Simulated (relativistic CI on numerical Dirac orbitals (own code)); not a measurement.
**Energy levels of Zr I**

Computed by Dirac-Coulomb-Breit CI, orbitals from a KLI potential per configuration, a model potential for QED, valence Slater integrals scaled by 0.85, P86 correlation energy added to each configuration (own radial code, finite nucleus).

Configuration list (outside the closed core [Kr]): 4d2 5s2, 4d3 5s, 4d2 5s 5p, 4d3 5p, 4d4, 4d 5s2 5p, 4d2 5s 5d, 4d2 5s 5f, 4d2 5s 5g, 4d 5s2 6p, 4d3 5d, 4d 5s2 4f, 4d2 5s 6s, 4d3 4f, 4d 5s2 7s, 4d3 6s, 4d 5s2 6d, 4d2 5s 6p, 4d 5s2 7p, 4d 5s2 5g, 4d3 5g, 4d2 5p 6s, 5s2 5p 5g, 4d 5s2 5f, 4d 5s2 6s, 4d 5s2 8s, 4d3 5f, 4d2 5s 7s, 4d 5s2 7d, 4d2 5p2, 4d 5p3, 5s2 5p2, 5s 5p3, 5s 5p2 5d, 5s 5p2 5f, 5s 5p2 5g, 4d 5s 5p2, 4d 5p2 5d, 4d 5p2 5f, 4d 5p2 5g, 4d2 5d2, 4d 5p 5d2, 5s2 5p 5f, 5s 5p 5d 5f, 5s 5p 5f2, 5s 5p 5f 5g, 5s2 5d 6s, 5s 5p 5d 6s, 5s 5d2 6s, 5s 5d 5f 6s, 5s 5d 5g 6s, 4d2 5g2, 4d 5p 5g2. Double excitations out of closed p, d and f shells are left out; levels of such configurations are missing from the list, as are those of other unlisted configurations, and high levels can miss mixing partners. These lack a partner that the ground configuration has and come out too high: 4d 5s2 6p, 4d 5s2 4f, 4d 5s2 7s, 4d 5s2 6d, 4d 5s2 7p.

The lowest level is 4d2 5s2 3F_2, with 89 % of that term; Hund's rules for 4d2 5s2 give 3F with J = 2, in agreement.

```csv
No.,Configuration,Term,J,E (cm⁻¹),%,Next component (%),Landé g,jj configuration (%)
1,4d2 5s2,3F,2,0.0,89,5 4d2 5p2 3F,0.669,4d3/2^2 (67)
2,4d2 5s2,3F,3,505.3,89,5 4d2 5p2 3F,1.083,4d3/2 4d5/2 (89)
3,4d2 5s2,3F,4,1116.3,89,5 4d2 5p2 3F,1.250,4d5/2^2 (69)
4,4d2 5s2,3P,0,4237.1,68,24 4d3 5s 3P,,4d3/2^2 (44)
5,4d2 5s2,3P,2,4372.6,47,24 1D,1.346,4d3/2 4d5/2 (57)
6,4d2 5s2,3P,1,4381.3,68,24 4d3 5s 3P,1.500,4d3/2 4d5/2 (68)
7,4d3 5s,5F,1,4563.2,98,1 4d2 5s 5d 5F,0.000,4d3/2^3 5s (36)
8,4d3 5s,5F,2,4685.3,98,1 4d2 5s 5d 5F,1.000,4d3/2^2 4d5/2 5s (59)
9,4d3 5s,5F,3,4866.5,98,1 4d2 5s 5d 5F,1.250,4d3/2^2 4d5/2 5s (57)
10,4d3 5s,5F,4,5104.4,98,1 4d2 5s 5d 5F,1.350,4d3/2 4d5/2^2 5s (72)
11,4d2 5s2,1D,2,5227.8,55,20 3P,1.153,4d5/2^2 (69)
12,4d3 5s,5F,5,5394.9,98,1 4d2 5s 5d 5F,1.400,4d3/2 4d5/2^2 5s (45)
13,4d2 5s2,1G,4,8560.7,75,17 4d3 5s 1G,1.000,4d3/2 4d5/2 (58)
14,4d3 5s,5P,1,10973.8,97,2 4d 5s 5p2 5P,2.501,4d3/2^2 4d5/2 5s (52)
15,4d3 5s,5P,2,11088.3,97,2 4d 5s 5p2 5P,1.833,4d3/2 4d5/2^2 5s (38)
16,4d3 5s,5P,3,11283.5,97,2 4d 5s 5p2 5P,1.667,4d3/2 4d5/2^2 5s (61)
17,4d3 5s,3F,2,12117.2,87,6 4d2 5p2 3F,0.668,4d3/2^2 4d5/2 5s (46)
18,4d3 5s,3F,3,12420.1,84,6 4d2 5p2 3F,1.072,4d3/2^2 4d5/2 5s (47)
19,4d2 5s 5p,5G°,2,12532.3,91,5 3F°,0.356,4d3/2^2 5s 5p1/2 (65)
20,4d3 5s,3F,4,12829.7,79,9 3G,1.230,4d3/2 4d5/2^2 5s (55)
21,4d2 5s 5p,5G°,3,12879.7,94,3 3F°,0.924,4d3/2 4d5/2 5s 5p1/2 (43)
22,4d3 5s,3G,3,13261.8,91,3 3F,0.762,4d3/2 4d5/2^2 5s (56)
23,4d2 5s 5p,5G°,4,13322.1,97,1 3F°,1.152,4d3/2 4d5/2 5s 5p1/2 (41)
24,4d3 5s,3G,4,13412.9,84,9 3F,1.068,4d3/2^2 4d5/2 5s (42)
25,4d3 5s,3G,5,13534.8,93,2 4d4 3G,1.198,4d3/2^2 4d5/2 5s (45)
26,4d2 5s 5p,5G°,5,13846.4,98,1 4d2 5s 6p 5G°,1.267,4d3/2 4d5/2 5s 5p3/2 (58)
27,4d2 5s 5p,5G°,6,14443.5,98,1 4d2 5s 6p 5G°,1.334,4d5/2^2 5s 5p3/2 (77)
28,4d2 5s 5p,3F°,2,14446.1,52,22 4d 5s2 5p 3F°,0.695,4d3/2 5p1/2 (26)
29,4d2 5s 5p,5F°,1,14500.0,88,5 3D°,0.038,4d3/2^2 5s 5p1/2 (39)
30,4d2 5s 5p,5F°,2,14695.1,90,4 4d3 5p 5F°,0.999,4d3/2 4d5/2 5s 5p1/2 (28)
31,4d2 5s 5p,3F°,3,14918.2,59,22 4d 5s2 5p 3F°,1.095,4d3/2 4d5/2 5s 5p3/2 (23)
32,4d2 5s 5p,5F°,3,14972.9,92,4 4d3 5p 5F°,1.251,4d3/2 4d5/2 5s 5p1/2 (37)
33,4d3 5s,3D,1,15133.0,89,3 4d 5s 5p2 3D,0.524,4d3/2^3 5s (42)
34,4d3 5s,3D,2,15307.0,89,3 4d 5s 5p2 3D,1.173,4d3/2 4d5/2^2 5s (44)
35,4d2 5s 5p,5F°,4,15316.6,93,4 4d3 5p 5F°,1.347,4d3/2 4d5/2 5s 5p3/2 (55)
36,4d2 5s 5p,3D°,1,15457.3,57,24 4d 5s2 5p 3D°,0.484,4d3/2^2 5s 5p3/2 (26)
37,4d3 5s,3D,3,15580.9,92,3 4d4 3D,1.333,4d3/2 4d5/2^2 5s (48)
38,4d2 5s 5p,3F°,4,15585.5,64,22 4d 5s2 5p 3F°,1.255,4d5/2^2 5s 5p3/2 (27)
39,4d2 5s 5p,3D°,2,15669.5,40,16 4d 5s2 5p 3D°,1.099,4d3/2 5p3/2 (26)
40,4d2 5s 5p,5F°,5,15731.4,94,4 4d3 5p 5F°,1.399,4d5/2^2 5s 5p3/2 (46)
41,4d3 5s,3H,4,15878.1,94,2 4d2 5p2 3H,0.803,4d3/2^2 4d5/2 5s (50)
42,4d3 5s,3H,5,16028.5,94,2 4d2 5p2 3H,1.036,4d3/2 4d5/2^2 5s (65)
43,4d 5s2 5p,1D°,2,16062.1,41,21 4d2 5s 5p 1D°,1.055,4d5/2 5p1/2 (20)
44,4d3 5s,3H,6,16149.5,96,2 4d2 5p2 3H,1.167,4d3/2 4d5/2^2 5s (96)
45,4d2 5s 5p,3D°,3,16205.7,54,20 4d 5s2 5p 3D°,1.331,4d5/2^2 5s 5p3/2 (24)
46,4d3 5s,3P,0,16287.5,70,13 4d4 3P,,4d3/2^2 4d5/2 5s (66)
47,4d3 5s,3P,1,16529.0,69,13 4d4 3P,1.477,4d3/2 4d5/2^2 5s (37)
48,4d2 5s 5p,5D°,0,16624.7,91,5 4d3 5p 5D°,,4d3/2^2 5s 5p3/2 (75)
49,4d2 5s 5p,5D°,1,16736.2,89,4 4d3 5p 5D°,1.476,4d3/2^2 5s 5p3/2 (50)
50,4d2 5s 5p,5D°,2,16945.3,86,4 4d3 5p 5D°,1.478,4d3/2 4d5/2 5s 5p3/2 (55)
51,4d3 5s,3P,2,17004.2,72,14 4d4 3P,1.496,4d3/2 4d5/2^2 5s (36)
52,4d2 5s 5p,5D°,3,17210.1,85,6 3D°,1.483,4d3/2 4d5/2 5s 5p3/2 (39)
53,4d2 5s 5p,5D°,4,17371.4,93,5 4d3 5p 5D°,1.497,4d5/2^2 5s 5p1/2 (34)
54,4d3 5s,3P,1,18165.4,68,14 4d2 5s2 3P,1.460,4d3/2^2 4d5/2 5s (39)
55,4d3 5s,3P,2,18221.6,70,16 4d2 5s2 3P,1.483,4d3/2^2 4d5/2 5s (23)
56,4d3 5s,3P,0,18238.0,76,13 4d2 5s2 3P,,4d3/2 4d5/2^2 5s (75)
57,4d2 5s 5p,3P°,0,18285.7,40,24 4d 5s2 5p 3P°,,4d3/2 4d5/2 5s 5p3/2 (38)
58,4d2 5s 5p,3P°,2,18327.9,53,28 4d 5s2 5p 3P°,1.488,4d5/2 5p3/2 (20)
59,4d2 5s 5p,3P°,1,18365.9,52,32 4d 5s2 5p 3P°,1.503,4d3/2 4d5/2 5s 5p3/2 (23)
60,4d2 5s 5p,1S°,0,19003.3,50,24 4d3 5p 1S°,,4d5/2^2 5s 5p3/2 (31)
61,4d3 5s,1G,4,19124.5,73,15 4d2 5s2 1G,1.000,4d3/2^2 4d5/2 5s (29)
62,4d3 5s,1P,1,19335.0,80,7 3P,1.042,4d5/2^3 5s (49)
63,4d3 5s,1D,2,20132.1,68,11 4d2 5s2 1D,1.014,4d3/2 4d5/2^2 5s (35)
64,4d3 5s,1H,5,20343.7,93,5 4d2 5p2 1H,1.000,4d3/2 4d5/2^2 5s (70)
65,4d2 5s 5p,3S°,1,20343.9,81,14 4d3 5p 3S°,2.008,4d3/2 4d5/2 5s 5p1/2 (26)
66,4d2 5s 5p,3G°,3,20533.6,89,9 4d3 5p 3G°,0.751,4d3/2 4d5/2 5s 5p1/2 (36)
67,4d2 5s 5p,3G°,4,20794.1,88,10 4d3 5p 3G°,1.051,4d3/2 4d5/2 5s 5p3/2 (24)
68,4d2 5s 5p,5D°,0,21002.5,94,5 4d3 5p 5D°,,4d3/2^2 5s 5p1/2 (33)
69,4d2 5s 5p,5D°,1,21107.5,94,5 4d3 5p 5D°,1.496,4d3/2 4d5/2 5s 5p1/2 (45)
70,4d2 5s 5p,3G°,5,21153.3,87,10 4d3 5p 3G°,1.201,4d5/2^2 5s 5p3/2 (40)
```

Energies count from the lowest computed level; ° marks odd parity. Filled j subshells are mostly left out of the jj labels.

The mean weight of the leading LS term, summed over parents, in these 70 levels is 81 %, and that of the leading jj configuration (from the same eigenvectors) 47 %, so LS coupling describes them better.

Correlation outside the listed configurations is missing or only estimated: errors of thousands of cm⁻¹ between configurations and terms are usual at this charge. Rates and lifetimes follow the computed energies and can be off by large factors. The fine structure of a lone outer electron comes out too small, for d and f at times inverted, and misplaced configurations move strength between like terms. 51 of the 62 excited levels that our extract of the measured tables holds in this range could be paired (the sources list more); they are missed by 1680 cm⁻¹ on average and 8574 at most, and levels without a partner can miss by more. Some levels of the ground configuration have no partner and can miss by 10 % or more.

Landé's interval rule says that E(J) − E(J−1) = AJ with one A. For the ground term the intervals give A = 168.4, 152.7 cm⁻¹ for J = 3, 4; the multiplet is regular.

LS names give the leading component of a level, which can be under half, so a name can repeat, a term be missing and a line seem to break the LS rules.
